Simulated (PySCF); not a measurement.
## Correlation energy of Ru(2+) (ruthenium, charge +2)

[Kr] 4d5 5p1, high-spin 7P determinant (an excited configuration). Calculation: PySCF 2.14, in def2-QZVPPD with the def2 core potential (28 electrons) (7s5p4d4f2g, 88 functions); a scalar-relativistic core potential. Frozen: 4s2 4p6; 6 electrons correlated.

MP2 pair energies summed by pair of shells (mhartree):

| pair | energy | share (%) |
| --- | --- | --- |
| 4d-4d | -63.39 | 79.7 |
| 4d-5p | -16.14 | 20.3 |

Total MP2 correlation energy: -79.54 mhartree.

Same-spin part -79.54 and opposite-spin part 0.00 mhartree; SCS-MP2 scales them by 1/3 and 6/5 to -26.51 mhartree.
